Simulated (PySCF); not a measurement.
**Correlation energy of Se⁺ (selenium, charge +1)**

[Ar] 3d10 4s1 4p4, high-spin 4P determinant (an excited configuration). Calculation: PySCF 2.14, in aug-cc-pVQZ-PP with ECP10MDF (7s6p5d3f2g, 89 functions); scalar relativity through the core potential. Frozen: 3s2 3p6 3d10; 5 electrons correlated.

```json
{"level": "CCSD", "correlation energy (mhartree)": "-111.76"}
{"level": "(T)", "correlation energy (mhartree)": "-8.18"}
{"level": "CCSD(T)", "correlation energy (mhartree)": "-119.94"}
```

Diagnostics: T1 = 0.018, D1 = 0.0478, largest double amplitude 0.183.

Task: Is a single reference adequate?

Result: Not fully. A double-excitation amplitude exceeds 0.15, a sign of near-degeneracy.
